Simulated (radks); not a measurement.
Numerical settings for the boron ion B+, [He] 2s2. Method: Dirac Kohn-Sham, PBE, spin-unpolarised, spherical densities, finite nucleus; Fermi nuclear charge, rms radius 2.406 fm; computed with a radial shooting solver on a logarithmic mesh with Libxc functionals. The defaults (mesh step 0.008 in ln r, mesh end at 40 bohr or more with all orbitals vanishing there, Anderson mixing 0.5 over 9 steps, residual threshold near 1e-9 with the energy settled to 1e-9 hartree or 1e-11 of itself, here a cap of 59 iterations) give E = -24.3011 hartree and 2s1/2 at -19.511 eV in 13 iterations. Run on one thread of a shared host, so times are rough (Arm Neoverse V2): 0.02 s of CPU time, 0.02 s wall, 13 iterations on 2189 mesh points. Changes against that run (0 stands for a change within the tolerance of the run):

setting                     iterations         converged  E (mhartree)  e(2s1/2) (meV)  CPU (s)
mesh step in ln r 0.003             13               yes             0               0     0.05
mesh step in ln r 0.02              13               yes             0               0     0.01
mesh step in ln r 0.012             13               yes             0               0     0.02
mesh end (bohr) 2                   13  level above zero     +1.71e+03       +3.04e+04     0.02
mesh end (bohr) 1                   13  level above zero     +1.87e+04       +2.79e+05     0.02
residual threshold 0.001             8               yes             0          -0.061     0.02
residual threshold 1e-05             8               yes             0          -0.061     0.02
mixing 0.2                          14               yes             0               0     0.02
linear mixing, mixing 0.5           30               yes             0               0     0.04
linear mixing, mixing 0.05          59                no       +0.0423            -356     0.09
mixing history 2                    16               yes             0               0     0.03
iteration cap 8                      8                no             0               0     0.01

Settled on a wrong energy, with an occupied level pushed above zero by the early mesh end: mesh end (bohr) 2 (+1.71 hartree); mesh end (bohr) 1 (+18.7 hartree). Apart from these: no run marked as converged misses the energy by more than 1 mhartree. A mesh that ends early acts as a hard wall.
